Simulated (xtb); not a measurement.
xtb input (GFN2-xTB):

```bash
xtb mol.xyz --gfn 2 --sp --chrg 0 --uhf 0
```
mol.xyz:
```
17

Si    -0.04192508    -0.01840011     0.31586512
F     -0.70233183     0.48904794     1.67449525
O     -0.53089354     0.95925523    -0.88786652
C     -0.43031809     2.37810524    -0.87783049
O      1.55309453     0.01372357     0.58594608
C      2.53335631    -0.47793901    -0.31974983
O     -0.50419849    -1.52376834    -0.04819006
C     -1.78207953    -1.91539218    -0.53562823
H      0.60865733     2.69752559    -0.76240260
H     -1.02438373     2.80569278    -0.06693323
H     -0.81007148     2.74750086    -1.82958218
H      2.47281249     0.03537901    -1.28323027
H      2.40906734    -1.55084190    -0.48053013
H      3.51325812    -0.29312036     0.11819065
H     -1.70813496    -2.94854038    -0.87266170
H     -2.53163675    -1.85429344     0.25679129
H     -2.09140303    -1.28546005    -1.37207570
```

Output:

```
           -------------------------------------------------
          |                Calculation Setup                |
           -------------------------------------------------

           -------------------------------------------------
          |                 G F N 2 - x T B                 |
           -------------------------------------------------

        Reference                      10.1021/acs.jctc.8b01176
      * Hamiltonian:
        H0-scaling (s, p, d)           1.850000    2.230000    2.230000
        zeta-weighting                 0.500000
      * Dispersion:
        s8                             2.700000
        a1                             0.520000
        a2                             5.000000
        s9                             5.000000
      * Repulsion:
        kExp                           1.500000    1.000000
        rExp                           1.000000
      * Coulomb:
        alpha                          2.000000
        third order                    shell-resolved
        anisotropic                    true
        a3                             3.000000
        a5                             4.000000
        cn-shift                       1.200000
        cn-exp                         4.000000
        max-rad                        5.000000

          ...................................................
          :                      SETUP                      :
          :.................................................:
          :  # basis functions                  47          :
          :  # atomic orbitals                  46          :
          :  # shells                           26          :
          :  # electrons                        50          :
          :  max. iterations                   250          :
          :  Hamiltonian                  GFN2-xTB          :
          :  restarted?                      false          :
          :  GBSA solvation                  false          :
          :  PC potential                    false          :
          :  electronic temp.          300.0000000     K    :
          :  accuracy                    1.0000000          :
          :  -> integral cutoff          0.2500000E+02      :
          :  -> integral neglect         0.1000000E-07      :
          :  -> SCF convergence          0.1000000E-05 Eh   :
          :  -> wf. convergence          0.1000000E-03 e    :
          :  Broyden damping             0.4000000          :
          :  net charge                          0          :
          :  unpaired electrons                  0          :
          ...................................................

 iter      E             dE          RMSdq      gap      omega  full diag
   1    -29.9903202 -0.299903E+02  0.623E+00    9.96       0.0  T
   2    -30.0756380 -0.853178E-01  0.337E+00    8.77       1.0  T
   3    -30.0764728 -0.834829E-03  0.113E+00    8.96       1.0  T
   4    -30.0796292 -0.315642E-02  0.436E-01    8.51       1.0  T
   5    -30.0816443 -0.201507E-02  0.172E-01    8.71       1.0  T
   6    -30.0816904 -0.460569E-04  0.494E-02    8.72       1.0  T
   7    -30.0816939 -0.349825E-05  0.197E-02    8.71       1.2  T
   8    -30.0816944 -0.545423E-06  0.366E-03    8.71       6.6  T
   9    -30.0816944 -0.131395E-07  0.215E-03    8.71      11.3  T
  10    -30.0816944 -0.818044E-09  0.704E-04    8.71      34.4  T
  11    -30.0816944 -0.205972E-09  0.320E-04    8.71      75.8  T

   *** convergence criteria satisfied after 11 iterations ***

         #    Occupation            Energy/Eh            Energy/eV
      -------------------------------------------------------------
         1        2.0000           -0.8697669             -23.6676
       ...           ...                  ...                  ...
        19        2.0000           -0.5006730             -13.6240
        20        2.0000           -0.4634117             -12.6101
        21        2.0000           -0.4491228             -12.2213
        22        2.0000           -0.4452771             -12.1166
        23        2.0000           -0.4373018             -11.8996
        24        2.0000           -0.4350237             -11.8376
        25        2.0000           -0.4283817             -11.6569 (HOMO)
        26                         -0.1082835              -2.9465 (LUMO)
        27                         -0.0902438              -2.4557
        28                         -0.0657604              -1.7894
        29                         -0.0068188              -0.1855
        30                          0.0428460               1.1659
       ...                                ...                  ...
        46                          0.9591310              26.0993
      -------------------------------------------------------------
                  HL-Gap            0.3200982 Eh            8.7103 eV
             Fermi-level           -0.2683326 Eh           -7.3017 eV

 SCC (total)                   0 d,  0 h,  0 min,  0.010 sec
 SCC setup                      ...        0 min,  0.000 sec (  0.883%)
 Dispersion                     ...        0 min,  0.000 sec (  0.771%)
 classical contributions        ...        0 min,  0.000 sec (  0.250%)
 integral evaluation            ...        0 min,  0.002 sec ( 17.404%)
 iterations                     ...        0 min,  0.005 sec ( 46.368%)
 molecular gradient             ...        0 min,  0.003 sec ( 33.275%)
 printout                       ...        0 min,  0.000 sec (  0.899%)

         :::::::::::::::::::::::::::::::::::::::::::::::::::::
         ::                     SUMMARY                     ::
         :::::::::::::::::::::::::::::::::::::::::::::::::::::
         :: total energy             -29.856116869527 Eh    ::
         :: gradient norm              0.023375907866 Eh/a0 ::
         :: HOMO-LUMO gap              8.710316519620 eV    ::
         ::.................................................::
         :: SCC energy               -30.081638202720 Eh    ::
         :: -> isotropic ES            0.090158194557 Eh    ::
         :: -> anisotropic ES         -0.002195666654 Eh    ::
         :: -> anisotropic XC          0.002869355313 Eh    ::
         :: -> dispersion             -0.010777625790 Eh    ::
         :: repulsion energy           0.225521333193 Eh    ::
         :: add. restraining           0.000000000000 Eh    ::
         :: total charge               0.000000000000 e     ::
         :::::::::::::::::::::::::::::::::::::::::::::::::::::

           -------------------------------------------------
          |                Property Printout                |
           -------------------------------------------------

    * Orbital Energies and Occupations

         #    Occupation            Energy/Eh            Energy/eV
      -------------------------------------------------------------
         1        2.0000           -0.8697669             -23.6676
       ...           ...                  ...                  ...
        13        2.0000           -0.5349647             -14.5571
        14        2.0000           -0.5294167             -14.4062
        15        2.0000           -0.5277222             -14.3601
        16        2.0000           -0.5265425             -14.3279
        17        2.0000           -0.5158787             -14.0378
        18        2.0000           -0.5025185             -13.6742
        19        2.0000           -0.5006730             -13.6240
        20        2.0000           -0.4634117             -12.6101
        21        2.0000           -0.4491228             -12.2213
        22        2.0000           -0.4452771             -12.1166
        23        2.0000           -0.4373018             -11.8996
        24        2.0000           -0.4350237             -11.8376
        25        2.0000           -0.4283817             -11.6569 (HOMO)
        26                         -0.1082835              -2.9465 (LUMO)
        27                         -0.0902438              -2.4557
        28                         -0.0657604              -1.7894
        29                         -0.0068188              -0.1855
        30                          0.0428460               1.1659
        31                          0.0819151               2.2290
        32                          0.1206287               3.2825
        33                          0.1408865               3.8337
        34                          0.1462745               3.9803
        35                          0.1488885               4.0515
        36                          0.1855656               5.0495
       ...                                ...                  ...
        46                          0.9591310              26.0993
      -------------------------------------------------------------
                  HL-Gap            0.3200982 Eh            8.7103 eV
             Fermi-level           -0.2683326 Eh           -7.3017 eV

     #   Z          covCN         q      C6AA      α(0)
     1  14 Si       3.228     0.733   126.300    23.406
     2   9 F        0.705    -0.265    11.936     4.079
     3   8 O        1.618    -0.355    20.011     6.038
     4   6 C        3.691     0.031    20.230     6.436
     5   8 O        1.619    -0.344    19.822     6.009
     6   6 C        3.699     0.029    20.236     6.433
     7   8 O        1.619    -0.344    19.811     6.008
     8   6 C        3.688     0.028    20.297     6.449
     9   1 H        0.924     0.044     2.394     2.419
    10   1 H        0.924     0.052     2.297     2.370
    11   1 H        0.925     0.061     2.192     2.316
    12   1 H        0.924     0.045     2.390     2.417
    13   1 H        0.924     0.054     2.275     2.359
    14   1 H        0.925     0.064     2.157     2.297
    15   1 H        0.925     0.063     2.166     2.301
    16   1 H        0.924     0.052     2.300     2.372
    17   1 H        0.924     0.054     2.274     2.358

 Mol. C6AA /au·bohr⁶  :       2959.849171
 Mol. C8AA /au·bohr⁸  :      80913.224928
 Mol. α(0) /au        :         86.067260

Wiberg/Mayer (AO) data.
largest (>0.10) Wiberg bond orders for each atom

 ---------------------------------------------------------------------------
     #   Z sym  total        # sym  WBO       # sym  WBO       # sym  WBO
 ---------------------------------------------------------------------------
     1  14 Si   4.417 --     7 O    1.142     5 O    1.122     3 O    1.112
                             2 F    1.035
     2   9 F    1.176 --     1 Si   1.035
     3   8 O    2.260 --     1 Si   1.112     4 C    0.976
     4   6 C    3.934 --     9 H    0.986    10 H    0.985    11 H    0.983
                             3 O    0.976
     5   8 O    2.271 --     1 Si   1.122     6 C    0.979
     6   6 C    3.932 --    12 H    0.986    13 H    0.986    14 H    0.982
                             5 O    0.979
     7   8 O    2.279 --     1 Si   1.142     8 C    0.974
     8   6 C    3.930 --    17 H    0.986    16 H    0.985    15 H    0.982
                             7 O    0.974
     9   1 H    0.998 --     4 C    0.986
    10   1 H    0.997 --     4 C    0.985
    11   1 H    0.996 --     4 C    0.983
    12   1 H    0.998 --     6 C    0.986
    13   1 H    0.997 --     6 C    0.986
    14   1 H    0.996 --     6 C    0.982
    15   1 H    0.996 --     8 C    0.982
    16   1 H    0.997 --     8 C    0.985
    17   1 H    0.997 --     8 C    0.986
 ---------------------------------------------------------------------------

Topologies differ in total number of bonds
Writing topology from bond orders to xtbtopo.mol

molecular dipole:
                 x           y           z       tot (Debye)
 q only:        0.059       0.045      -0.892
Note: The following floating-point exceptions are signalling: IEEE_UNDERFLOW_FLAG IEEE_DENORMAL
normal termination of xtb
   full:        0.059       0.102      -1.015       2.596
molecular quadrupole (traceless):
                xx          xy          yy          xz          yz          zz
 q only:        3.682       1.377       2.966      -0.338      -0.623      -6.648
  q+dip:        3.200       1.302       2.770      -0.396      -1.278      -5.970
   full:        4.010       1.609       3.308      -0.647      -1.052      -7.318

           -------------------------------------------------
          | TOTAL ENERGY              -29.856116869527 Eh   |
          | GRADIENT NORM               0.023375907866 Eh/α |
          | HOMO-LUMO GAP               8.710316519620 eV   |
           -------------------------------------------------

------------------------------------------------------------------------
------------------------------------------------------------------------
 total:
 SCF:
```
